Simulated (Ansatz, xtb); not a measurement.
System: sum formula CrOF₂ (charge 0, triplet). The spin state was set by rule; other spins were not relaxed. 
Structure (B3LYP-D3(BJ)/def2-TZVP (Ansatz, a program for electronic structure) minimum search):
```xyz
4

Cr     0.0765    -0.0263    -0.0196
O      1.4978    -0.5153    -0.3834
F     -0.6488    -0.3813     1.5286
F     -0.8867     0.9095    -1.1356
```
Charge 0, spin multiplicity 3.

Harmonic wavenumbers from GFN2-xTB (xtb, at its own minimum), cm⁻¹: 144, 204, 242, 559, 568, 1047.

Task: Give the harmonic wavenumbers at B3LYP-D3(BJ)/def2-TZVP (Ansatz, finite differences of forces, unscaled).

Result: 174, 192, 247, 685, 753, 1089 cm⁻¹. Zero-point energy 4.5 kcal/mol.

Task: From these and the geometry, give the ideal-gas thermochemistry at 298.15 K and 1 atm (rigid rotor, harmonic oscillator).

Result: Point group C2v, rotational symmetry number 2. Rotational constants 7.287, 6.032, 3.3 GHz. S(trans) 39.89, S(rot) 23.83, S(vib) 6.99, S(elec, spin only) 2.18, S 72.9 cal/(mol K). H(298) - H(0) 3.56 kcal/mol; G - E(el) -13.7 kcal/mol.
